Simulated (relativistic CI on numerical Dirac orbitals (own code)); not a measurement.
Tm²⁷⁺: sensitivity of the levels to the model

Base calculation: Dirac-Coulomb-Breit CI, separate exchange-only KLI orbitals for each configuration, model QED (radiative potential, 1s self-energy scaled to tabulated hydrogen-like ionisation energies), unscaled Slater integrals.

Configurations in the expansion (outside the closed core [Ar] 3d10): 4s2.4p6.4d6, 4s2.4p5.4d7, 4s2.4p6.4d5.4f, 4s2.4p4.4d8, 4s.4p6.4d7, 4p6.4d8, 4s.4p6.4d6.4f, 4s2.4p6.4d5.5s, 4s.4p5.4d8, 4s2.4p6.4d5.5d, 4s2.4p6.4d4.5s2, 4s2.4p4.4d7.5s, 4s2.4p6.4d5.6s, 4s.4p6.4d6.5s, 4p6.4d7.5s, 4s.4p6.4d5.5s2. Levels of other configurations are missing.

Variants: (1) QED terms removed; (2) non-relativistic limit. Shifts of the energy above 4s2.4p6.4d6 5D_4, in cm⁻¹, for the lowest level and the first level of each name with at least 55 % of one term (blank where a level changes its place among those of its configuration and J or its character, or is not in the variant):

```csv
Level,Base,Δ(1),Δ(2)
4s2.4p6.4d6 5D_4,0,0,0
4s2.4p6.4d6 5D_3,70940,-240,-70940
4s2.4p6.4d6 5D_1,82112,-240,-82112
4s2.4p6.4d6 3G_5,108846,-218,
4s2.4p6.4d6 3H_6,111446,-224,-54045
4s2.4p6.4d6 3H_5,199817,-464,
4s2.4p6.4d6 1I_6,214444,-462,-127984
4s2.4p6.4d6 3P_1,225282,-425,
4s2.4p6.4d6 1G_4,234394,-440,-150076
4s2.4p6.4d6 1S_0,350798,-643,
4s2.4p5.4d7 5G°_6,1186926,+798,-106719
4s2.4p5.4d7 3D°_3,1210210,+772,
4s2.4p5.4d7 5G°_5,1277545,+557,
4s2.4p5.4d7 3H°_6,1301296,+558,-171260
```

At this charge energies of transitions that change n are usually good to better than 1 %, and those within a shell (Δn = 0) to a few per cent. Terms inside the open d or f shell come out 10 to 20 % too wide with unscaled integrals.

Ionisation energy from the two ground configurations alone: base 1003.58 eV. The NIST ASD value (theoretical) is 1004 eV.

LS names give the leading component of a level, which can be under half, so a name can repeat, a term be missing and a line seem to break the LS rules.
